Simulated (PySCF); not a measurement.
Compound: C₇H₁₀O.
Geometry (PBE0-D3(BJ)/def2-SVP, Å), atoms numbered from 1 in this order:
```
atom  x, y, z in Å
O1     0.7184    0.0095   -2.4317
C2     0.5003    0.0101   -1.2541
C3     0.3392    1.1609   -0.2611
C4    -1.0433    0.8155    0.3128
C5    -1.0732   -0.7450    0.3086
C6     0.2946   -1.1401   -0.2686
C7     1.3784   -0.7941    0.7635
C8     1.4081    0.7663    0.7691
H9     0.4389    2.1656   -0.6885
H10   -1.1750    1.2377    1.3206
H11   -1.8433    1.2281   -0.3198
H12   -1.2199   -1.1673    1.3143
H13   -1.8891   -1.1234   -0.3251
H14    0.3550   -2.1451   -0.7026
H15    2.3522   -1.2073    0.4614
H16    1.1388   -1.2151    1.7517
H17    2.3973    1.1443    0.4707
H18    1.1838    1.1890    1.7601
```

The closed-shell ground state was solved at several levels (PySCF, density fitting, gas phase, non-relativistic).

| level | basis functions | total energy (Eh) | HOMO (eV) | LUMO (eV) | gap (eV) | dipole (D) |
| --- | --- | --- | --- | --- | --- | --- |
| PBE0/pcSseg-1 | 186 | -347.5316 | -6.80 | -0.29 | 6.51 | 2.98 |
| PBE0/def2-SVPD | 243 | -347.3463 | -6.85 | -0.37 | 6.48 | 3.20 |
| wB97X-D/pcSseg-1 | 186 | -347.8208 | -8.69 | 1.57 | 10.26 | 3.06 |

Q: Estimate the row for B3LYP/pcJ-1, a basis of 316 functions; the other rows only guide the guess.

A: Total energy -347.9913 Eh, HOMO -6.55 eV, LUMO -0.52 eV, gap 6.03 eV, dipole 2.98 D.

Q: Over all these levels, which gives the widest orbital gap and which the narrowest?

A: wB97X-D/pcSseg-1 (range-separated hybrid) has the widest, 10.26 eV, and B3LYP/pcJ-1 (global hybrid, 20 % exact exchange) the narrowest, 6.03 eV. Functional and basis both differ between the two, so the spread mixes both effects.

Q: How far do the dipole and the HOMO energy spread over the levels?

A: The dipole runs from 2.98 to 3.20 D (mean 3.06 D) and the HOMO from -8.69 to -6.55 eV.

Note: wB97X-D ran without an empirical dispersion term, which enters the total energy and its gradient alone.
